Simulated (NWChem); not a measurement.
# CuI; SMILES [Cu][I]

```xyz
2

Cu     0.0000     0.0000    -1.5410
I      0.0000     0.0000     0.8372
```
Atoms are numbered in this order, from 1.

Level: PBE0/def2-SVP with def2 effective core potentials on I (NWChem), optimised geometry, unscaled harmonic frequencies. def2 effective core potentials on I; no spin-orbit coupling.

Task: List the harmonic frequencies with IR intensities, and the thermochemistry.

Result: 
```
frequency (cm⁻¹)  IR intensity (km/mol)
----------------  ---------------------
257                                 9.3
```

| Property | Result |
|---|---|
| zero-point energy | 0.4 kcal/mol |
| thermal correction to the enthalpy at 298.15 K (with zero-point energy) | 2.7 kcal/mol |
| heat capacity Cv | 6.7 cal/(mol K) |
| entropy at 298.15 K and 1 atm (symmetry number 1) | 61.1 cal/(mol K) |

Rigid rotor and harmonic oscillator.
